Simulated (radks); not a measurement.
Values are calculated unless marked as measured or tabulated.
The ruthenium ion Ru35+, configuration [He] 2s2 2p5. Code: a radial shooting solver on a logarithmic mesh with Libxc functionals. Model: non-relativistic Kohn-Sham, LB94 model potential, spin-polarised, spherical densities, point nucleus; open shells are filled with parallel spins first (spin-orbit coupling, left out, can overturn this in heavy ions); relativity is left out, which matters for an element this heavy.

Unscreened Slater integrals over Kohn-Sham orbitals (eV). They are taken over the spin-up orbitals.

| integral | value |
|---|---|
| F0(2p,2p) | 198.24 |
| F2(2p,2p) | 94.891 |
| F0(2p,2s) | 179.25 |
| G1(2p,2s) | 100.38 |
| F0(2p,1s) | 268.07 |
| G1(2p,1s) | 50.953 |
| F0(2s,2s) | 167.45 |
| F0(2s,1s) | 234.15 |
| G0(2s,1s) | 22.872 |
| F0(1s,1s) | 739.40 |

Derived for the open shells (J is the average intra-shell exchange parameter used in DFT+U). 2p: J = F2/5 = 18.98 eV.
